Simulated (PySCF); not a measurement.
Input of a run (PBE0-D3(BJ)/def2-SVP geometry optimisation, gas phase (PySCF 2.14.0)), started from GFN2-xTB:
```
{"job": {"xc": "PBE0", "basis": "def2-SVP", "d3": "d3bj", "grid": 1, "shake": 0.01, "kind": "geom"}, "charge": 0, "multiplicity": 1}
O     -3.676800    -0.929220     0.514730
S     -2.961740     0.274880     0.223210
O     -3.195590     1.459080     0.981490
Cl    -3.316680     0.762750    -1.721130
C     -1.254590    -0.079160     0.127540
C     -0.653430    -1.266100    -0.097530
C      0.759060    -1.134460    -0.137710
C      1.199870     0.158530     0.043710
Si     2.952490     0.808640     0.078430
S     -0.155260     1.223680     0.298700
H     -1.203870    -2.191480    -0.205040
H      1.428120    -1.953870    -0.294040
H      3.113260     1.600980     1.266100
H      3.808080    -0.368940     0.047040
H      3.141730     1.617310    -1.132750
```

Output (energies in Eh, forces in Eh/bohr):
```
step   0  E = -1850.28504799  max force = 0.025038
step   1  E = -1850.28978134  max force = 0.011727
step   2  E = -1850.29073646  max force = 0.008429
step   3  E = -1850.29089646  max force = 0.005562
step   4  E = -1850.29104699  max force = 0.002017
step   5  E = -1850.29110279  max force = 0.000727
step   6  E = -1850.29111714  max force = 0.000370
optimisation converged
```

Task: Summarise the run.

Result: The energy falls by 15.9 kJ/mol over 7 energy and gradient evaluations, the largest force component goes from 0.0250 to 3.7e-04 Eh/bohr, and the atoms move by 0.067 Å rms after alignment. Among the bonds, S2–Cl4 and Si9–H13 change most and about equally (+0.055 to +0.056 Å). Bonds longer at the end by more than 0.005 Å: 11 of 15; shorter: 1. Among the angles that change most is S2–C5–S10, from 117.9° to 121.3°. The energy never rose by more than 1e-6 Eh on the way. The first step brought 78 % of the lowering.

Task: What are the final bond lengths?

Result: O1=S2 1.444 Å, S2=O3 1.444 Å, S2–Cl4 2.092 Å, S2–C5 1.743 Å, C5–C6 1.374 Å, C6–C7 1.415 Å, C7–C8 1.384 Å, C8–Si9 1.879 Å, C8–S10 1.720 Å, C5–S10 1.717 Å, C6–H11 1.090 Å, C7–H12 1.091 Å, Si9–H13 1.491 Å, Si9–H14 1.490 Å, Si9–H15 1.492 Å. Numbering counts from 1 in the input's order; the species is `O=S(=O)(Cl)c1ccc([SiH3])s1`.

The run used 181 basis functions and 55 SCF cycles in all. Time: 2.1 min of wall time; peak memory 0.86 GiB. Hardware: an Intel Xeon Platinum 8488C with one thread, shared host.

Stationary, but not proved a minimum. One conformer, not necessarily the lowest.

Shape of the structure used: `[O:1]=[S:2](=[O:3])([Cl:4])[c:5]1[cH:6][cH:7][c:8]([SiH3:9])[s:10]1`: O1–S2–C5–C6 19°.
